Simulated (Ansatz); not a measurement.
Consider the silylene formation by 1,1-elimination: `O[SiH2]C[TeH]` → `OC[TeH]` + `[SiH2]`.

Calculated with Ansatz (gas phase, PBE0-D4/def2-TZVP geometries, no zero-point term in ΔE). CCSD(T)/CBS adds triple-zeta CCSD(T) − MP2 to the extrapolated MP2 energy (def2 sets, frozen cores). This one scheme is used for every species. DFT in def2-TZVPP. Elements past krypton have def2 core potentials. For Te outer-core shells are correlated without core-valence functions, which leaves a few kJ/mol of doubt a bond. Each species was taken in one conformer, which may not be the lowest.

Q: Is it downhill or uphill in electronic energy at CCSD(T)/CBS, and by how much? (Best estimate.)

A: The calculation gave: Uphill: ΔE = +432.9 kJ/mol.

Q: What do these levels give: PBE0-D4, B2PLYP, SCS-MP2/def2-TZVPP, CCSD(T)/def2-TZVPP, HF/def2-QZVPP, SCS-MP2/def2-QZVPP? (Estimate.)

A: Ansatz gave: PBE0-D4 429.6, B2PLYP 419.8, SCS-MP2/def2-TZVPP 434.8, CCSD(T)/def2-TZVPP 421.9, HF/def2-QZVPP 409.9, SCS-MP2/def2-QZVPP 441.9 kJ/mol.

Largest T1 diagnostic among the species: 0.014.

In def2-TZVPP, CCSD(T) changes the Hartree–Fock value by +13.8 kJ/mol (the triples alone add +3.6 kJ/mol) and MP2 by +44.3 kJ/mol. The D4 term adds +17.3 kJ/mol with B3LYP and +9.3 kJ/mol with PBE0; it sums over pairs of atoms, weighted by their polarisabilities, and B3LYP, whose exchange is more repulsive, gets the larger term. From PBE to PBE0 (25 % exact exchange), in def2-TZVPP and without D4, ΔE moves by +18.2 kJ/mol.

B3LYP here is the variant with VWN-RPA as its local correlation; programs differ in this.
